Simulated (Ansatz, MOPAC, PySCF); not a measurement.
Molecule: AlBr$_{2}$, net charge 1, singlet state. SMILES of the parent species: [Al]([Br])[Br]
Geometry: optimised at B3LYP-D3(BJ)/def2-TZVP (Ansatz, a program for electronic structure).

Unscaled harmonic wavenumbers (cm⁻¹) in rising order, each level at the stationary point that it reaches from this structure (no distance between atoms moves by over 0.3 Å); the order of modes can differ between levels, and a negative number is imaginary. B3LYP-D3(BJ)/def2-TZVP (PySCF, at the structure above): 112, 112, 252, 660.

PM6 (MOPAC): 141, 141, 322, 786. Zero-point energy 2.0 against 1.6 kcal/mol; where all levels lie over 400 cm⁻¹, the wavenumbers are on average 1.190 times those of B3LYP-D3(BJ)/def2-TZVP.

HF/6-31G* with LANL2DZ past Ar (Ansatz): 112, 112, 257, 672. Zero-point energy 1.6 against 1.6 kcal/mol; where all levels lie over 400 cm⁻¹, the wavenumbers are on average 1.018 times those of B3LYP-D3(BJ)/def2-TZVP.
